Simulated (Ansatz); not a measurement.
Consider the isomerisation: `[CH3][GeH]1[CH]=[C]1O` → `CO[C]1=[CH][GeH2]1`.

Computed with Ansatz on PBE0-D4/def2-TZVP structures; ΔE is electronic, products minus reactants. CCSD(T)/CBS adds triple-zeta CCSD(T) − MP2 to the extrapolated MP2 energy (def2 sets, frozen cores). Functionals use def2-TZVPP. B3LYP here is the variant with VWN-RPA as its local correlation; programs differ in this. For Ge outer-core shells are correlated without core-valence functions, which leaves a few kJ/mol of doubt a bond. Scalar relativity is left out up to krypton. One conformer a species, not always the lowest.

`[CH3][GeH]1[CH]=[C]1O`:

```xyz
11

C    -0.254   -1.978   -0.091
Ge   -0.069   -0.245    0.776
C     1.067    1.129    0.066
C    -0.212    1.385   -0.193
O    -0.947    2.319   -0.803
H    -0.021   -1.877   -1.151
H    -1.273   -2.351    0.019
H     0.430   -2.699    0.359
H    -0.398   -0.269    2.280
H     2.035    1.583   -0.111
H    -0.359    3.004   -1.150
```

`CO[C]1=[CH][GeH2]1`:

Cartesian coordinates in Å:
```
C -0.023 1.928 0.174
O 0.681 0.869 0.803
C 0.383 -0.349 0.368
C 0.770 -1.584 0.656
Ge -0.540 -1.605 -0.739
H 0.337 2.850 0.626
H -1.099 1.831 0.342
H 0.177 1.941 -0.900
H 1.450 -2.088 1.328
H -0.136 -1.810 -2.206
H -2.000 -1.984 -0.453
```

| level | ΔE (kJ/mol) | difference from CCSD(T)/CBS |
| --- | --- | --- |
| PBE-D4 | 69.8 | -5.1 |
| r2SCAN-D4 | 70.2 | -4.7 |
| PBE0-D4 | 72.3 | -2.6 |
| B3LYP-D4 | 65.8 | -9.1 |
| ωB97X-V | 68.5 | -6.4 |
| ωB97M-V | 72.4 | -2.5 |
| B2PLYP | 70.1 | -4.8 |
| PBE | 70.2 | -4.7 |
| r2SCAN | 70.4 | -4.5 |
| PBE0 | 72.6 | -2.3 |
| B3LYP | 66.3 | -8.6 |
| HF/def2-TZVPP | 63.0 | -11.9 |
| MP2/def2-TZVPP | 79.5 | 4.6 |
| SCS-MP2/def2-TZVPP | 73.1 | -1.8 |
| CCSD/def2-TZVPP | 73.3 | -1.6 |
| CCSD(T)/def2-TZVPP | 73.1 | -1.8 |
| HF/def2-QZVPP | 62.0 | -12.9 |
| MP2/def2-QZVPP | 80.2 | 5.3 |
| SCS-MP2/def2-QZVPP | 73.9 | -1.0 |
| HF/CBS(def2) | 61.9 | -13.0 |
| MP2/CBS(def2) | 81.3 | 6.4 |
| CCSD/CBS(def2) | 75.1 | 0.2 |
| CCSD(T)/CBS | 74.9 | 0 |

Largest T1 diagnostic among the species: 0.013.

In def2-TZVPP, CCSD(T) changes the Hartree–Fock value by +10.1 kJ/mol (the triples alone add −0.2 kJ/mol) and MP2 by +16.5 kJ/mol.
